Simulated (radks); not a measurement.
Values are calculated unless marked as measured or tabulated.
Coherent X-ray form factor from a spherical all-electron density. Level of theory: Dirac Kohn-Sham, PBE, spin-unpolarised, spherical densities, point nucleus (a radial shooting solver on a logarithmic mesh with Libxc functionals).

sin(theta)/lambda (1/angstrom)  f0 (electrons)
0.05                                    49.857
0.1                                     49.431
0.15                                    48.734
0.2                                     47.786
0.25                                    46.612
0.3                                     45.243
0.4                                     42.059
0.5                                     38.520
0.6                                     34.903
0.8                                     28.273
1                                       23.170
1.25                                    18.985
1.5                                     16.415
2                                       12.946

The species is in the configuration that NIST lists as its ground one. Which atom or ion scatters so?

Answer. The thulium ion Tm19+, [Kr] 4d10 4f4. Extrapolating in s^2 from the first two rows gives f0(0) = 50.0, near the electron count 50; among species with that count, the fall with angle is slower the higher Z, and the table is that of Z = 69; from so few rows the species is fixed only to a neighbour or two.
